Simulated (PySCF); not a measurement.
# Energy of Kr (krypton, neutral) between two integer charges

The 4p beta orbital of [Kr] is emptied in steps (occupation f), with all orbitals relaxed, ending at [Ar] 3d10 4s2 4p5. All numbers are calculated (PySCF 2.14, scalar relativity by spin-free X2C-1e, in aug-cc-pVTZ-DK (7s6p4d2f, 59 functions)). The exact energy is a straight line in f; departures are measured from the line between the end points of the same method.

Task: Among UHF, LDA, PBE, PBE0, r2SCAN, LC-wPBE, BHandHLYP, wB97X, MN15, CAM-B3LYP, which shows the largest delocalisation error (convex curve), and which is closest to linear?

Result: Most convex: LDA (-1.249 eV at f = 0.5); closest to linear: LC-wPBE (-0.118 eV).

```
   f  UHF (eV)  LDA (eV)  PBE (eV)  PBE0 (eV)  r2SCAN (eV)  LC-wPBE (eV)  BHandHLYP (eV)  wB97X (eV)  MN15 (eV)  CAM-B3LYP (eV)
   1     0.000     0.000     0.000      0.000        0.000         0.000           0.000       0.000      0.000           0.000
0.75     0.216    -0.931    -0.899     -0.626       -0.836        -0.089          -0.366      -0.159     -0.460          -0.375
 0.5     0.278    -1.249    -1.202     -0.835       -1.101        -0.118          -0.494      -0.223     -0.609          -0.505
0.25     0.202    -0.941    -0.902     -0.625       -0.816        -0.088          -0.375      -0.179     -0.452          -0.382
   0     0.000     0.000     0.000      0.000        0.000         0.000           0.000       0.000      0.000           0.000
```

```
   method  E(f=0) − E(f=1) (eV)  −ε at f=1 (eV)  −ε at f=0.5 (eV)
      UHF                13.044          14.240            13.005
      LDA                14.329           9.400            14.302
      PBE                14.027           9.251            14.019
     PBE0                14.070          10.742            14.071
   r2SCAN                14.143           9.656            14.202
  LC-wPBE                14.090          13.617            14.094
BHandHLYP                14.007          12.076            13.984
    wB97X                14.011          13.195            13.961
     MN15                13.944          11.485            13.962
CAM-B3LYP                14.143          12.163            14.124
```

Reference removal energy between the ground levels: 14.000 eV (measured; NIST Atomic Spectra Database, ionization energies). The calculation has no spin-orbit coupling. UHF lacks correlation.
